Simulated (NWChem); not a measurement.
Species: C4H5Si cation

```xyz
10

C      0.0000    -0.7582     1.2366
C      0.0000    -1.3884     0.0427
Si     0.0000     0.0000    -1.1398
C      0.0000     1.3884     0.0427
C      0.0000     0.7582     1.2366
H      0.0000    -1.2884     2.1954
H      0.0000    -2.4701    -0.0964
H      0.0000     0.0000    -2.6191
H      0.0000     2.4701    -0.0964
H      0.0000     1.2884     2.1954
```
Atoms are numbered in this order, from 1.

Level: PBE0/def2-SVP (NWChem), optimised geometry, unscaled harmonic frequencies. 

Q: List the harmonic frequencies with IR intensities, and the thermochemistry.

A: 
```csv
frequency (cm⁻¹),IR intensity (km/mol)
215,7.6
311,0.0
498,49.4
555,2.9
582,4.3
683,6.3
732,171.2
771,0.0
807,9.2
918,0.3
924,55.7
1006,0.4
1014,0.0
1098,19.6
1106,8.1
1279,5.5
1327,54.8
1598,33.0
1618,0.0
2330,12.4
3211,0.1
3218,14.0
3270,80.2
3272,0.9
```

```json
{
 "zero_point_energy": "46.2 kcal/mol",
 "thermal correction to the enthalpy at 298.15 K (with zero-point energy)": "49.9 kcal/mol",
 "heat capacity Cv": "18.5 cal/(mol K)",
 "entropy at 298.15 K and 1 atm (symmetry number 2)": "69.8 cal/(mol K)"
}
```

Rigid rotor and harmonic oscillator.
